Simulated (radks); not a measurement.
Values are calculated unless marked as measured or tabulated.
Spherical quantum dot in the effective-mass picture: electrons in a parabolic well V = omega^2 r^2 / 2 with omega = 0.243, all in effective atomic units (hartree* = m*/eps^2 hartree, bohr* = eps/m* bohr), one dielectric constant everywhere. Level of theory: non-relativistic Kohn-Sham, PBEsol, spin-polarised, spherical densities (a radial shooting solver with Libxc functionals). Levels are named by radial order and angular momentum (1s, 1p, 1d, 2s, ...), and open shells are averaged over m.

N = 6, configuration 1s2 1p(up 3, down 1). This is the lowest configuration that the search found. Occupied and some empty levels:

level    occupation  eigenvalue (hartree*)  <r> (bohr*)
1s up             1                 1.7243        3.232
1s down           1                 1.7510        3.175
1p up             3                 1.8482        3.898
1p down           1                 1.8793        3.897
1d up             0                 1.9988        4.401
1d down           0                 2.0298        4.424
2s up             0                 2.0568        3.812
2s down           0                 2.0753        3.833
1f up             0                 2.1684        4.829
1f down           0                 2.1977        4.864

Energy (hartree*): total 6.84849, kinetic 0.97350, external 2.6395, Hartree 4.4003, exchange-correlation -1.1648.

Electron density:

r (bohr*)  n(r) (e/bohr*^3)
0.348               0.01251
0.930               0.01369
1.51                0.01531
2.09                0.01639
2.68                0.01603
3.26                0.01388
3.84                0.01036
4.42               0.006527
5.00               0.003388
5.59               0.001432
6.17              0.0005006
6.75              0.0001462
7.33             0.00003545
